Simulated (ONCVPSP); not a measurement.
Sb (Z = 51): excitation energies, all-electron against ONCV

```
Element                 : antimony
Generator               : ONCVPSP 4.0.1
Type                    : optimised norm-conserving Vanderbilt (ONCV)
Functional              : PBEsol
Relativity              : fully relativistic
Frozen core             : [Ar] 3d10
Valence charge          : 23
Reference configuration : 4s2 4p6 4d10 5s2 5p2 (charge +1)
Partial waves           : 4s+5s: rc 1.15 bohr, ncon 4, nbas 8, qcut 9.7 1/bohr, 2 projectors; 4p+5p: rc 1.30 bohr, ncon 4, nbas 7, qcut 10.8 1/bohr, 2 projectors; 4d: rc 1.35 bohr, ncon 3, nbas 7, qcut 9.6 1/bohr, 2 projectors, debl 3.2 Ha
Local potential         : polynomial inside 0.90 bohr (lpopt 5, dvloc0 0 Ha)
Core correction         : Teter function fitted to the true core (icmod 2), fcfact 0.7
```

Open shells are filled in proportion to 2j + 1.

Energies are relative to the spin-unpolarised reference configuration 4s2 4p6 4d10 5s2 5p2; without spin polarisation the order of configurations can differ from experiment.

Give the all-electron excitation energy and the error of the potential for: 4s2 4p6 4d10 5s2 5p3; 4s2 4p6 4d10 5s2 5p1; 4s2 4p6 4d10 5s2 5p0; 4s1 4p6 4d10 5s2 5p3.

| valence configuration | charge | ΔE all-electron (eV) | error AE − PS (meV) |
| --- | --- | --- | --- |
| 4s2 4p6 4d10 5s2 5p3 | 0 | -8.361 | -0.4 |
| 4s2 4p6 4d10 5s2 5p1 | +2 | 16.033 | +0.4 |
| 4s2 4p6 4d10 5s2 5p0 | +3 | 40.505 | +0.4 |
| 4s1 4p6 4d10 5s2 5p3 | +1 | 148.813 | -101 |
